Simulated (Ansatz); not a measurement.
B2O3. Total charge 0; singlet. Geometry PBE-D4/def2-SVP, that of the neutral singlet.

Cartesian coordinates in Å:
```
B 1.1987 0.3538 -0.4186
B -1.1968 -0.3567 0.4216
O -2.3114 -0.6750 0.8003
O 0.0094 -0.0149 0.0142
O 2.3000 0.6928 -0.8176
```

The structure comes from a short search, and lower isomers may exist.

(1) Estimate the orbital energies around the gap (eV) in Ansatz with PBE-D4/def2-TZVP, r2SCAN-D4/def2-TZVP, PBE0-D4/def2-TZVP.

Answers

(1) 
```tsv
orbital	PBE-D4/def2-TZVP	r2SCAN-D4/def2-TZVP	PBE0-D4/def2-TZVP
HOMO−5	-10.49	-10.97	-12.46
HOMO−4	-10.45	-10.93	-12.42
HOMO−3	-9.21	-9.51	-10.81
HOMO−2	-9.21	-9.51	-10.81
HOMO−1	-8.54	-8.87	-10.11
HOMO	-8.54	-8.87	-10.11
LUMO	-2.04	-1.58	-1.22
LUMO+1	-0.98	-0.53	0.10
LUMO+2	-0.98	-0.53	0.10
LUMO+3	0.06	0.66	0.84
LUMO+4	0.34	0.94	1.16
LUMO+5	0.34	0.95	1.16
β HOMO	-8.54	-8.87	-10.11
β LUMO	-2.04	-1.58	-1.22
```
